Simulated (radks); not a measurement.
C+, 5 electrons, occupied as [He] 2s2 2p1.

Method: scalar-relativistic Kohn-Sham, LDA (Slater exchange, Perdew-Wang correlation), spin-polarised, spherical densities, finite nucleus; open shells are filled with parallel spins first; Fermi nuclear charge, rms radius 2.4702 fm; computed with a radial shooting solver on a logarithmic mesh with Libxc functionals.

Energy parts (hartree):
total: -37.05234
kinetic: 36.87638
electron-nucleus: -84.44089
Hartree: 14.93898
exchange-correlation: -4.42682

Orbitals (lengths in bohr, moments of r in powers of bohr; <r^-3> diverges for s and p1/2):
orbital  occ.  eigenvalue (hartree)  <r^-3>     <r>
1s up       1             -10.50876       -  0.2728
1s down     1             -10.48563       -  0.2722
2s up       1              -0.96650       -   1.460
2s down     1              -0.90450       -   1.487
2p up       1              -0.65483   2.333   1.479
2p down     0              -0.59280   2.206   1.533
3s up       0              -0.18332       -   4.644
3s down     0              -0.17458       -   4.807
3p up       0              -0.12656  0.2773   5.506
3p down     0              -0.11991  0.2567   5.771

The highest occupied level is 2p up at -17.819 eV. The electron density at the nucleus is 129 e/bohr^3 (large components only). The spin density at the nucleus is -0.0182 e/bohr^3 (1s -0.1869, 2s 0.1687).
